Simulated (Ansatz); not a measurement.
Start from `C=N[SiH](C)Cl` and change one atom or group to get `B[SiH2][SiH](C)Cl`.

Ansatz, PBE0-D4/def2-TZVP geometries, multiplicity 1. Each molecule was computed in one conformer, which needn't be the lowest.

```tsv
property	`C=N[SiH](C)Cl`
LUMO energy (PBE/def2-TZVPP) / eV	-2.23
LUMO energy (PBE0/def2-TZVPP) / eV	-1.11
HOMO–LUMO gap (PBE0/def2-TZVPP) / eV	6.28
LUMO energy (ωB97M-V/def2-TZVPP) / eV	1.11
HOMO energy (PBE0/def2-TZVPP) / eV	-7.39
HOMO–LUMO gap (PBE/def2-TZVPP) / eV	3.77
```

Q: What does the change do to each property? (Best estimate.)

A: Computed: 
| property | `B[SiH2][SiH](C)Cl` | shift |
| --- | --- | --- |
| LUMO energy (PBE/def2-TZVPP) / eV | -1.86 | 0.37 |
| LUMO energy (PBE0/def2-TZVPP) / eV | -0.96 | 0.15 |
| HOMO–LUMO gap (PBE0/def2-TZVPP) / eV | 6.42 | 0.14 |
| LUMO energy (ωB97M-V/def2-TZVPP) / eV | 0.83 | -0.28 |
| HOMO energy (PBE0/def2-TZVPP) / eV | -7.38 | 0.01 |
| HOMO–LUMO gap (PBE/def2-TZVPP) / eV | 4.43 | 0.66 |
